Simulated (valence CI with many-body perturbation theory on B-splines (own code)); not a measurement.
# Level structure of Eu LVIII

Computed by relativistic CI+MBPT: four valence electrons over a frozen Dirac-Fock core [He], a basis of 11 s, 11 p, 9 d, 7 f, 5 g, 2 h, 1 i functions for each j, with the one-electron correlation potential Σ1 (screened to all orders), the two-electron term Σ2, the three-electron term Σ3, Breit, model QED; selected single and double excitations, second order for the rest (own B-spline code, finite nucleus).

The last digits are not significant, and no measured levels were compared; by estimate large intervals hold to a few tenths of a per cent, small ones and those within an open d or f shell to about a per cent. Among the levels kept, up to 260 cm⁻¹ of a level comes from second order outside the variational space, and about a tenth of that is noise between levels of different J, which matters for small intervals.

Levels 91 to 114 of 114, with energies above the lowest level, (2s^2 2p1/2^2) J=0. "Leading %" is the weight of the configuration and term that name the level; weights of strongly mixed levels are sums over their largest components and can fall short. In the jj column 3d3/2^4 stands for four electrons in 3d with j = 3/2. Lifetimes count E1, E2, E3, M1 and M2 decay at the calculated energies, and are blank where another channel may lead or the interval is too uncertain; long ones can be off by a factor of two.

```tsv
No.	Configuration	Term	J	E (eV)	Leading %	g	Lifetime	Leading jj
91	2s2p²3d	³D	2	8401.2	17	1.239	956 as	2s 2p1/2 2p3/2 3d3/2 (55 %)
92	2s2p²3d	³D	3	8404.3	29	1.272	1.34 fs	2s 2p1/2 2p3/2 3d3/2 (92 %)
93	2s2p²3p	³P°	0	8405.4	80		132 fs	2s 2p1/2 2p3/2 3p3/2 (100 %)
94	2s2p²3p	¹D°	2	8408.5	38	1.100	7.73 fs	2s 2p1/2 2p3/2 3p3/2 (97 %)
95	2s2p²3d	⁵D	4	8409.4	50	1.369	46.2 fs	2s 2p1/2 2p3/2 3d5/2 (92 %)
96	2s2p²3p	³S°	1	8411.0	29	1.345	7.07 fs	2s 2p1/2 2p3/2 3p3/2 (92 %)
97	2s2p²3p	³P°	1	8414.2	52	1.201	67.5 fs	2s 2p1/2 2p3/2 3p3/2 (99 %)
98	2s2p²3d	³D	2	8422.6	16	1.250	2.80 fs	2p1/2^2 2p3/2 3p1/2 (50 %)
99	2s2p²3d	³F	2	8427.9	34	1.228	1.85 fs	2s 2p1/2 2p3/2 3d5/2 (90 %)
100	2s2p²3d	⁵P	1	8429.9	22	1.722	3.20 fs	2s 2p1/2 2p3/2 3d3/2 (58 %)
101	2s2p²3d	³F	3	8436.4	46	1.270	899 as	2s 2p1/2 2p3/2 3d5/2 (90 %)
102	2s2p²3d	³D	1	8441.2	26	0.973	1.95 fs	2s 2p1/2 2p3/2 3d5/2 (75 %)
103	2s2p²3d	³G	5	8444.5	60	1.260	21.3 ps	2s 2p1/2 2p3/2 3d5/2 (100 %)
104	2s2p²3d	³F	2	8449.2	55	1.018	5.91 fs	2s 2p1/2 2p3/2 3d3/2 (69 %)
105	2s2p²3d	³G	3	8455.5	44	0.901	56.5 fs	2s 2p1/2 2p3/2 3d3/2 (94 %)
106	2s2p²3d	³D	1	8465.0	66	0.713	3.59 fs	2s 2p1/2 2p3/2 3d3/2 (82 %)
107	2s2p²3d	³D	3	8466.5	61	1.246	1.29 fs	2s 2p1/2 2p3/2 3d5/2 (93 %)
108	2s2p²3d	³F	4	8471.2	56	1.198	1.00 fs	2s 2p1/2 2p3/2 3d5/2 (94 %)
109	2s2p²3d	³D	1	8472.5	70	0.792	1.03 fs	2s 2p1/2 2p3/2 3d5/2 (50 %)
110	2s2p²3d	³F	2	8475.9	29	1.051	1.29 fs	2s 2p1/2 2p3/2 3d3/2 (53 %)
111	2s2p²3d	³P	0	8481.7	99		832 as	2s 2p1/2 2p3/2 3d3/2 (62 %)
112	2s2p²3d	¹D	2	8482.4	51	1.007	1.23 fs	2s 2p1/2 2p3/2 3d3/2 (66 %)
113	2s2p²3d	¹P	1	8491.1	60	1.063	1.13 fs	2s 2p1/2 2p3/2 3d5/2 (56 %)
114	2s2p²3d	¹S	0	8493.4	61		1.32 fs	2s 2p1/2 2p3/2 3d5/2 (61 %)
```
